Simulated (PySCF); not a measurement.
Electron correlation in Cr²⁺ (chromium, charge +2)

[Ar] 3d3 4p1, one real determinant (an excited configuration). Computed with PySCF 2.14 in def2-TZVPPD, with no relativity, point nucleus. Frozen: [Ar]; 4 electrons correlated.

| level | correlation energy (mhartree) |
| --- | --- |
| CCSD | -27.66 |
| (T) | -0.62 |
| CCSD(T) | -28.28 |

Diagnostics: T1 = 0.0057, D1 = 0.0131, largest double amplitude 0.084.

Question: Is a single reference adequate?

Answer: Mostly. T1 lies below 0.03, but a double amplitude of this size points to a near-degeneracy that CCSD handles and MP2 describes poorly.

The reference is one real determinant that mixes LS terms of this configuration.
